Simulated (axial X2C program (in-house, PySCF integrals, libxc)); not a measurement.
NiSb: bond constants with and without spin–orbit coupling

All values were computed with an axial X2C code built on PySCF integrals. Spin-free means the one-electron spin-free X2C Hamiltonian; two-component (2c) means X2C with spin–orbit coupling and atomic mean-field two-electron Coulomb and Gaunt terms, so the difference of the two also holds small scalar two-electron terms. Basis: Sb dyall-cv3z [11s12p8d4f1g], Ni dyall-cv3z [9s9p6d3f2g] (cores contracted in-house); Gaussian nuclei, density fitting, unrestricted open shells. Masses: Sb 120.904 u, Ni 57.935 u.

Input:
```json
{"zs": [51, 28], "q": 0, "bas": ["dyall-cv3z", "dyall-cv3z"], "levels": ["PBE0", "HF", "PBE50"], "cc": true, "r0": 2.5, "thr": -1.0, "nmax": 90, "npts": 10, "nst": 2, "ntry": 6}
```
```bash
python so2c.py task.json out
```

Keys: zs atomic numbers; q charge; bas basis sets; levels methods; cc coupled cluster on or off; r0 starting distance in Å; thr threshold in hartree for freezing inner shells (an s shell follows its p shell); nmax most natural virtual spinors; npts points on the curve; nst determinants followed; ntry starts of the search. HF also brings MP2.

State, spin-free: M_S = 3/2, Λ = 2 (beyond evenly filled blocks: π+α, π-α, δ+α, δ+β, δ-α); electrons by block: σα: 17, σβ: 17, π+α: 9, π+β: 8, π-α: 9, π-β: 8, δ+α: 3, δ+β: 3, δ-α: 3, δ-β: 2. Fragments: Sb + Ni.

State, 2c: Ω = 7/2 (⟨Sz⟩ = 1.49, ⟨Lz⟩ = 2.01 at PBE0); electrons by block: 1/2: 25, -1/2: 26, 3/2: 12, -3/2: 11, 5/2: 3, -5/2: 2. Fragments: Sb + Ni.

| Hamiltonian | level | Re (Å) | ωe (cm⁻¹) | ωexe (cm⁻¹) | Be (cm⁻¹) | αe (cm⁻¹) | De (eV) | D0 (eV) | μ (D) |
| --- | --- | --- | --- | --- | --- | --- | --- | --- | --- |
| spin-free | PBE0 | 2.388 | 252.6 | 0.773 | 0.07547 | 0.000328 | 1.83 | 1.82 | 2.33 |
| spin-free | HF | 2.545 | 199.4 | n/a | 0.06645 | 0.000315 | -1.11 | -1.13 | 4.36 |
| spin-free | MP2 | 2.367 | 261.6 | 0.763 | 0.07682 | 0.000329 | 1.75 | 1.73 | n/a |
| spin-free | PBE50 | 2.406 | 243.1 | 0.689 | 0.07433 | 0.000316 | 1.58 | 1.57 | 3.10 |
| 2c | PBE0 | 2.390 | 251.6 | 0.78 | 0.07537 | 0.00033 | n/a | n/a | 2.32 |
| 2c | HF | 2.547 | 197.8 | n/a | 0.06636 | 0.000326 | -1.17 | -1.18 | 4.36 |
| 2c | MP2 | 2.369 | 260.7 | 0.76 | 0.07666 | 0.000329 | n/a | n/a | n/a |
| 2c | PBE50 | 2.408 | 242.2 | 0.7 | 0.07424 | 0.000319 | 1.50 | 1.49 | 3.10 |

Correlated methods: 15 electrons correlated (number of frozen shells: Sb 4 s, 3 p, 2 d; Ni 3 s, 2 p), 309 virtual spin orbitals or spinors in MP2.

Dipoles are positive if Ni is the positive end.

The state is one determinant whose occupation by symmetry is held fixed; it was picked as the lowest of a PBE0 search that is not exhaustive. De is counted from the lowest determinant-based energies of the atoms at the same level, without counterpoise correction. De is not given where an atomic determinant may have missed its ground term or J level, or where the truncated virtual space spoils (T). Density functionals use the spin component along the axis (collinear). Other states lie close and PBE0, whose exact exchange favours high spin, may order them wrongly; the determinant shown need not be the ground state. The nearest other spin-free determinant of the search, M_S = 3/2, Λ = 1, lies 0.22 eV up at the distance of the search. The functionals have no current-density term, which raises determinants with orbital currents, atoms included. With several unpaired electrons one determinant need not be a pure state. With the outer-core shells frozen, correlated bond lengths of heavy atoms tend to come out a few hundredths of an ångström too long.

Rough cost a point (2c) on 1 thread(s) of a shared host, integrals apart: PBE0 2.1 s, HF 1.9 s, PBE50 2 s.

The whole task took 4.6 min on 1 thread of Arm Neoverse V1, with other jobs on the host.
